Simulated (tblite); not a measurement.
Species: C4H6Cl3N.
Atom-mapped SMILES: `[H]/[N:3]=[C:2](\[CH3:1])[CH2:4][C:5]([Cl:6])([Cl:7])[Cl:8]` (hydrogens: H9, H10, H11 on C1; H12 on N3; H13, H14 on C4)

Computed with GFN2-xTB (tblite), gas phase: nudged elastic band of 9 images (0 to 8), spring 0.2 eV/Å², climbing image at the end, force threshold 0.05 eV/Å. The top image wasn't refined or checked by frequencies; at this threshold it can lie a kcal/mol or more above the true saddle point of the method.

The band describes a rotation about C4–C5 (chain CH2 carbon, CCl3 carbon), followed by the dihedral C2–C4–C5–Cl7, from the optimised start (-164°) to a second optimised geometry at -44°.

Q: Give the energy profile along the converged band.

A: 
| image | dihedral (°) | E (kcal/mol) | C4–C5 (Å) | C2···Cl7 (Å) | largest true force (eV/Å) |
| --- | --- | --- | --- | --- | --- |
| 0 | -164 | 0.00 | 1.519 | 4.09 | 0.00 |
| 1 | -150 | 0.86 | 1.523 | 4.04 | 0.06 |
| 2 | -134 | 2.76 | 1.529 | 3.97 | 0.07 |
| 3 | -119 | 4.07 | 1.533 | 3.86 | 0.04 |
| 4 | -104 | 4.14 | 1.532 | 3.73 | 0.04 |
| 5 | -86 | 2.85 | 1.526 | 3.52 | 0.06 |
| 6 | -70 | 1.31 | 1.521 | 3.33 | 0.06 |
| 7 | -57 | 0.35 | 1.519 | 3.16 | 0.04 |
| 8 | -44 | 0.00 | 1.519 | 3.01 | 0.01 |

Barriers of this band. The top is image 4 at -104°: 4.1 kcal/mol in either direction, as the ends lie within 0.002 eV of each other. The central bond is 0.013 Å longer at the top than at the start.

Q: What rate follows at 250 K for crossing this barrier forward?

A: Taking the electronic barrier for the free energy of activation (no zero-point or entropy terms, transmission 1), rate = (kT/h)·exp(−ΔE/kT) ≈ 1 × 10^9 s⁻¹, whose inverse is 8 × 10^-10 s. An error of 1 kcal/mol in the barrier changes this by a factor of 7, and the method and the loose band can each miss by that much or more.

Q: How long is the path, and how are the images spaced?

A: Cartesian distances between aligned neighbours (all atoms, Å): 0.67, 0.67, 0.66, 0.60, 0.78, 0.73, 0.71, 0.69; the sum is 5.51 Å, and the top lies 47 % of the way along.

What follows is the cost of the whole band run. The run took about 19 s of CPU time (one thread, shared machine).
